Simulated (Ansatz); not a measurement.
A run on C₆H₃ClGe, SMILES `C#[C][Ge]([Cl])([C]#C)[C]#C` with other settings.

```yaml
crystal:
  periodic: [false, false, false]
  atoms:
    - {symbol: C, position_ang: [-0.382287, -0.264328, 2.921724]}
    - {symbol: C, position_ang: [-0.440180, -0.100752, 1.730917]}
    - {symbol: Ge, position_ang: [-0.535335, 0.157471, -0.132776]}
    - {symbol: Cl, position_ang: [-2.529577, 0.757470, -0.625149]}
    - {symbol: C, position_ang: [0.642360, 1.524089, -0.675429]}
    - {symbol: C, position_ang: [1.390651, 2.400693, -1.021491]}
    - {symbol: C, position_ang: [-0.159936, -1.446717, -1.046411]}
    - {symbol: C, position_ang: [0.074633, -2.472205, -1.630780]}
    - {symbol: H, position_ang: [-0.331103, -0.409258, 3.976731]}
    - {symbol: H, position_ang: [2.053650, 3.177220, -1.328256]}
    - {symbol: H, position_ang: [0.282522, -3.380683, -2.148579]}
basis:
  gaussian: {orbitals: def2-SVP}
hamiltonian: {xc: {name: revPBE0}, dispersion: d4}
```

```sh
$ ansatz run in.yaml --threads 4 --pin off --events-out ev --progress --plain --max-ram 11315MiB
```

It prints (some lines left out):

```
Functional definition: revPBE0
1500 factors; integrals over basis functions are off by at most 1.3e-3 eV
mean field evaluation 1: about -75273.2012 eV, gradient 6.0e1 eV
mean field evaluation 2: about -75272.4431 eV, gradient 6.5e1 eV
mean field evaluation 4: about -75282.2186 eV, gradient 7.0e0 eV
mean field evaluation 8: about -75282.5614 eV, gradient 8.6e-1 eV
mean field evaluation 16: about -75282.5635 eV, gradient 1.7e-4 eV
mean field -75282.56354243 eV, -2766.5831818301 hartree, gradient 5.0e-5 eV, S^2 0.000000; 0 other end points of the search recorded, 0 dependent functions left out
reference -75282.56358021 eV, -2766.5831832182 hartree; 44, 44 occupied and 105, 105 virtual orbitals, 1500 factors
Total energy: -75283.32985736 eV, -2766.6113433842 hartree
```

Run time 2.5 s (4 threads of an Arm Neoverse V1 on a shared host); peak host memory 0.44 GiB.
